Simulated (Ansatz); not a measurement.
`C[O][GeH2][Cl]` and `Cl[SiH2][O][GeH2][Cl]` differ in one atom or group.

Ansatz, PBE0-D4/def2-TZVP geometries, multiplicity 1. Each molecule was computed in one conformer, which needn't be the lowest.

Scalar relativity is left out up to krypton.

```json
{"property": "HOMO–LUMO gap (PBE/def2-TZVPP) / eV", "`C[O][GeH2][Cl]`": "5.57"}
{"property": "HOMO energy (ωB97M-V/def2-TZVPP) / eV", "`C[O][GeH2][Cl]`": "-10.55"}
{"property": "LUMO energy (B3LYP/def2-TZVPP) / eV", "`C[O][GeH2][Cl]`": "-0.37"}
{"property": "HOMO energy (PBE0/def2-TZVPP) / eV", "`C[O][GeH2][Cl]`": "-8.17"}
{"property": "LUMO energy (PBE/def2-TZVPP) / eV", "`C[O][GeH2][Cl]`": "-1.01"}
{"property": "size of the dipole moment (PBE/def2-TZVPP) / D", "`C[O][GeH2][Cl]`": "2.55"}
```

(1) Give the same properties after the change, and the shifts. (Best estimate.)

Results:

(1) Ansatz gave: 
```
                                      property  `Cl[SiH2][O][GeH2][Cl]`  shift
           HOMO–LUMO gap (PBE/def2-TZVPP) / eV                     6.21   0.64
         HOMO energy (ωB97M-V/def2-TZVPP) / eV                   -11.04  -0.49
           LUMO energy (B3LYP/def2-TZVPP) / eV                    -0.52  -0.15
            HOMO energy (PBE0/def2-TZVPP) / eV                    -8.80  -0.63
             LUMO energy (PBE/def2-TZVPP) / eV                    -1.21  -0.20
size of the dipole moment (PBE/def2-TZVPP) / D                     1.78  -0.77
```

With PBE0 the HOMO falls by 0.63 eV and the LUMO falls by 0.13 eV, so the gap widens by about 0.50 eV. PBE moves the HOMO by -0.82 eV and ωB97M-V by -0.49 eV. Dipoles are sizes alone; their direction can turn.

B3LYP here is the variant with VWN-RPA as its local correlation; programs differ in this.
